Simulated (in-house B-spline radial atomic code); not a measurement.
Ge³⁺: [He] 2s2 (2p1/2)2 (2p3/2)3 3s2 3p6 3d10 4s2 (with a hole in an inner shell)

Computed with a radial B-spline atomic code at the basis-set limit: Dirac-Kohn-Sham relativistic LDA, spherical fractional occupations, Fermi nucleus of rms radius 4.0742 fm.

Effective charges: Z_r = [3n² - l(l+1)]/(2<r>) from the radius, Z_e = n√(-2ε) from the energy, and Slater's rules. Values are occupation-weighted means over j.

```tsv
shell	electrons	ε (eV)	<r> (bohr)	Z_r	Z_e	Slater
1s	2	-11038	0.04713	31.83	28.48	31.70
2s	2	-1454.8	0.2084	28.79	20.68	28.20
2p	5	-1295.3	0.1813	27.58	19.51	28.20
3s	2	-216.08	0.6125	22.04	11.96	21.60
3p	6	-164.11	0.6273	19.93	10.42	21.60
3d	10	-76.745	0.6686	15.70	7.13	11.85
4s	2	-44.032	1.767	13.58	7.20	7.35
```

The least bound orbital is 4s1/2 at -44.03 eV, and it is also the most diffuse (<r> = 1.767 bohr). The part-filled 2p shell lies below the filled 4s shell in orbital energy.

For the 1s electron the small component carries 1.33 % of the norm, the zero-frequency Breit interaction raises the level by 15.83 eV, self-energy by 8.327 eV, and vacuum polarisation lowers it by 0.8029 eV.
